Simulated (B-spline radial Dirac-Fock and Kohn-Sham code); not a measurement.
# Binding energies of Ca¹⁴⁺ at several levels of theory

System: the Ca¹⁴⁺ ion, configuration 1s2 2s2 2p2.

The density-functional columns are spherical, spin-unpolarised Dirac-Kohn-Sham results without Breit or QED terms: −ε is minus the orbital energy of the initial state and ΔSCF the difference of two total energies. The reference in the last column comes from Dirac-Fock energy differences between relaxed states, corrected for Breit and QED terms. All numbers are from a radial atomic solver, in eV; a selection of levels is shown. The Kohn-Sham columns are given as differences from the reference.

```
    level  LDA −ε − DF  LDA ΔSCF − DF  Dirac-Fock
   K (1s)       -130.2          +10.6      4697.4
  L1 (2s)        -31.7           +2.0       938.5
L2,3 (2p)        -39.8           -0.8       889.9
```

Values without a named source are computed, but for edge energies of neutral atoms, which are taken from tables.
